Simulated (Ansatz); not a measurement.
Consider the formal hydrolysis of the Si–Ge bond: `[GeH3][SiH2][GeH2][SiH2][GeH2][GeH3]` + H₂O → `O[SiH2][GeH3]` + `[GeH3][SiH2][GeH2][GeH3]`.

Calculated with Ansatz (gas phase, PBE0-D4/def2-TZVP geometries, no zero-point term in ΔE). CCSD(T)/CBS adds triple-zeta CCSD(T) − MP2 to the extrapolated MP2 energy (def2 sets, frozen cores). This one scheme is used for every species. DFT in def2-TZVPP. B3LYP here is the variant with VWN-RPA as its local correlation; programs differ in this. HSE06 is defined as in plane-wave codes. For Ge outer-core shells are correlated without core-valence functions, which leaves a few kJ/mol of doubt a bond. Scalar relativity is left out up to krypton. One conformer a species, not always the lowest.

`[GeH3][SiH2][GeH2][SiH2][GeH2][GeH3]`:

Cartesian coordinates in Å:
```
Ge -0.299 -1.954 -1.905
Si -0.231 -2.452 0.422
Ge 1.128 -0.920 1.643
Si -0.100 1.038 2.211
Ge -1.138 1.918 0.261
Ge 0.531 2.289 -1.459
H 1.128 -1.874 -2.471
H -1.065 -3.053 -2.663
H -1.000 -0.611 -2.169
H 0.305 -3.832 0.585
H -1.614 -2.430 0.975
H 1.651 -1.599 2.923
H 2.350 -0.533 0.789
H 0.810 2.062 2.793
H -1.127 0.686 3.231
H -2.188 0.913 -0.249
H -1.864 3.242 0.567
H 1.415 3.486 -1.070
H 1.432 1.050 -1.595
H -0.122 2.575 -2.820
```

H₂O:

```xyz
3

O     0.209   -0.165    0.284
H     0.277    0.734   -0.044
H    -0.486   -0.569   -0.240
```

`O[SiH2][GeH3]`:

Cartesian coordinates in Å:
```
O 1.186 -0.846 1.298
Si 0.928 0.002 -0.097
Ge -1.422 0.270 -0.307
H 2.093 -1.045 1.537
H 1.602 1.332 -0.053
H 1.477 -0.724 -1.279
H -1.737 1.055 -1.593
H -1.999 1.049 0.885
H -2.129 -1.093 -0.391
```

`[GeH3][SiH2][GeH2][GeH3]`:

```xyz
14

Ge    2.071    1.162    0.332
Si    0.683   -0.396    1.474
Ge   -1.517   -0.314    0.574
Ge   -1.447   -0.651   -1.825
H     1.470    2.575    0.421
H     3.489    1.197    0.928
H     2.176    0.777   -1.154
H     0.668   -0.089    2.931
H     1.232   -1.768    1.290
H    -2.141    1.064    0.866
H    -2.415   -1.386    1.221
H    -0.651    0.485   -2.487
H    -2.864   -0.673   -2.422
H    -0.754   -1.985   -2.150
```

| level | ΔE (kJ/mol) | difference from CCSD(T)/CBS |
| --- | --- | --- |
| PBE-D4 | -27.1 | 11.3 |
| BLYP-D4 | -41.1 | -2.7 |
| B97M-V | -53.2 | -14.8 |
| B3LYP-D4 | -43.6 | -5.2 |
| r2SCAN0-D4 | -43.0 | -4.6 |
| HSE06-D4 | -29.9 | 8.5 |
| CAM-B3LYP-D4 | -55.1 | -16.7 |
| ωB97X-V | -48.3 | -9.9 |
| PBE | -41.7 | -3.3 |
| revPBE | -47.7 | -9.3 |
| PBE0 | -44.3 | -5.9 |
| r2SCANh | -49.1 | -10.7 |
| r2SCAN0 | -49.1 | -10.7 |
| CAM-B3LYP | -70.9 | -32.5 |
| SCS-MP2/def2-TZVPP | -50.6 | -12.2 |
| MP2/def2-QZVPP | -39.4 | -1.0 |
| CCSD(T)/CBS | -38.4 | 0 |

Largest T1 diagnostic among the species: 0.012.

Leaving LDA and LC-ωPBE aside and taking each functional with its dispersion term where it has one, the values, not all of them listed here, spread over 31.8 kJ/mol, from B2PLYP to revPBE-D4. LDA lies +6.9 kJ/mol from PBE without D4. The D4 term adds +23.3 kJ/mol with B3LYP and +14.1 kJ/mol with PBE0; it sums over pairs of atoms, weighted by their polarisabilities, and B3LYP, whose exchange is more repulsive, gets the larger term. In def2-TZVPP, CCSD(T) changes the Hartree–Fock value by +46.3 kJ/mol (the triples alone add +6.6 kJ/mol) and MP2 by +47.2 kJ/mol.
